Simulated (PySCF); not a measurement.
r2SCAN0 on Sm (samarium, neutral), [Xe] 4f7 6s1, 6s spin antiparallel (an excited configuration). Calculation: PySCF 2.14, in ANO-RCC-VTZP; the spin-free X2C one-electron Hamiltonian (Gaussian nucleus).

```
cycle= 1 E= -10426.0190775094  delta_E= -0.00266  |g|= 0.319  |ddm|= 0.287
cycle= 2 E= -10425.9612410383  delta_E= 0.0578  |g|= 0.669  |ddm|= 0.33
cycle= 3 E= -10426.0355915192  delta_E= -0.0744  |g|= 0.00823  |ddm|= 0.23
cycle= 4 E= -10426.0355917682  delta_E= -2.49e-07  |g|= 0.00809  |ddm|= 0.00514
cycle= 5 E= -10426.0356037129  delta_E= -1.19e-05  |g|= 0.000694  |ddm|= 0.00349
cycle= 6 E= -10426.0356038078  delta_E= -9.49e-08  |g|= 1.56e-05  |ddm|= 0.000322
cycle= 7 E= -10426.0356038079  delta_E= -1.53e-10  |g|= 1.39e-06  |ddm|= 2.77e-05
converged SCF energy = -10426.0356038079  <S^2> = 13.010435  2S+1 = 7.2829761
```

Highest occupied orbital energy: 0.197 eV; ⟨L²⟩ = 0.00; populations by l: s 11.00, p 24.00, d 20.00, f 7.00.

**Question.** Can this result be used?

**Answer.** Not for this state. Self-consistency was reached. Spin-orbit coupling, which splits the p, d and f shells strongly at this Z, is absent. With the s spin flipped the determinant is a mixture of two multiplicities, not a spectroscopic state. At r2SCAN0 the highest occupied level has a positive energy, so only the finite basis holds that electron; for this excited configuration the basis is too tight for the outer shell.
